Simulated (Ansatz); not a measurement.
Ansatz (a program for electronic structure) input (MP2/6-311+G**): The .json file is the Basis Set Exchange's 6-311+G**.

Ansatz 0.2 input:
```yaml
crystal:
  periodic: [false, false, false]
  atoms:
    - {symbol: N, position_ang: [-0.43055200, -1.45654900, -0.79288500]}
    - {symbol: Si, position_ang: [-0.16695400, -0.07589100, 0.08733400]}
    - {symbol: O, position_ang: [0.56266000, -0.15630600, 1.51652200]}
    - {symbol: O, position_ang: [-1.35146400, 0.95739900, -0.18406800]}
    - {symbol: O, position_ang: [1.31149800, 0.74531000, -0.64403700]}
    - {symbol: H, position_ang: [-1.24373200, -1.56423300, -1.38096200]}
    - {symbol: H, position_ang: [0.08669200, -2.31346800, -0.67376800]}
    - {symbol: H, position_ang: [0.18891800, -0.56155600, 2.30499400]}
    - {symbol: H, position_ang: [-1.48846100, 1.79472700, 0.26808100]}
    - {symbol: H, position_ang: [1.51097200, 0.69193600, -1.59200700]}
    - {symbol: H, position_ang: [2.11529300, 0.83969400, -0.10614300]}
basis:
  gaussian:
    orbitals: 6-311+G__.json
total_charge: 1
magnetization: {spin_polarized: false}
correlation: {method: mp2, electrons: outside_noble_gas}
```

Output:

```
Functional definition: HF
integrals: 0.17 GiB planned
1211 factors; integrals over basis functions are off by at most 1.3e-3 eV
mean field: 0.63 GiB planned
mean field evaluation 1: about -15541.3166 eV, gradient 7.8e1 eV
mean field evaluation 2: about -15541.3735 eV, gradient 7.8e1 eV
mean field evaluation 4: about -15551.2096 eV, gradient 3.5e0 eV
mean field evaluation 8: about -15551.2569 eV, gradient 2.8e-1 eV
mean field -15551.25714314 eV, -571.4981589896 hartree, gradient 1.1e-6 eV, S^2 0.000000; 0 other end points of the search recorded, 0 dependent functions left out
9 core orbitals not correlated
reference -15551.25714314 eV, -571.4981589896 hartree; 16, 16 occupied and 130, 130 virtual orbitals, 1211 factors
second order -24.11031237 eV of doubles, -0.00000000 eV of singles
Total energy: -15575.36745550 eV, -572.3841966265 hartree
```

The dipole moment of an ion depends on the origin.

The geometry given is a B3LYP-D3(BJ)/def2-TZVP minimum.
